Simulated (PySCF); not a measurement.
**Computed properties of C₂H₅BF₂O, SMILES CCOB(F)F**

B(F)2(OEt) (C2H5BF2O), SMILES CCOB(F)F. The structure is a stationary point at ωB97X-D3(BJ)/def2-SVP. The values are those of a single conformer. All values are computed for the isolated molecule unless a solvent is named; none is compared with measurement here.

**Structure.** All 27 harmonic modes at ωB97X-D3(BJ)/def2-SVP (PySCF) are real, so it is a minimum. With heavy atoms numbered as in [B:1]([F:2])([F:3])[O:4][CH2:5][CH3:6], the shortest bond between them is B1–F3 at 1.326 Å and the longest C5–C6 at 1.519 Å.

**Vibrations.** The strongest infrared lines (harmonic, unscaled, degenerate partners summed) lie at 1553 cm⁻¹ (455 km/mol, B 47 %, H 28 %, O 20 %), 1442 cm⁻¹ (326 km/mol, B 53 %, H 22 %, F 16 %, C 8 %), 1496 cm⁻¹ (166 km/mol, H 69 %, B 17 %). The softest mode is at 69 cm⁻¹ and the zero-point energy is 51.6 kcal/mol.

**Electronic structure.** r2SCAN/def2-TZVP (PySCF) places the frontier levels at -8.06 and 0.66 eV, a gap of 8.72 eV, and gives a dipole moment of 2.42 D and a mean polarisability of 42.1 bohr³. PBE/def2-TZVP (PySCF) at the same geometry gives -7.72 and -0.01 eV, so its gap is 1.01 eV narrower. An orbital gap is neither the optical nor the fundamental gap.

**Excitations.** TDA-CAM-B3LYP/def2-SVPD (PySCF) has S1 at 8.67 eV (143 nm, f = 0.010, weak); the most intense of the 10 singlets computed lies at 10.29 eV (f = 0.12). T1 (TDA) is at 8.39 eV, 0.28 eV under S1. TDA-PBE/def2-SVPD (PySCF) puts S1 at 7.51 eV. No vertical singlet excitation falls in the visible range (under 3.1 eV).

**NMR.** GIAO shifts at HF/pcSseg-1 (PySCF) (non-relativistic, atoms alike by connectivity averaged): ¹³C from 21.0 to 58.8 ppm against TMS; ¹H from 1.7 to 4.0 ppm against TMS; ¹⁹F at -101.4 ppm against CFCl3; ¹¹B at 3.4 ppm against BF3.
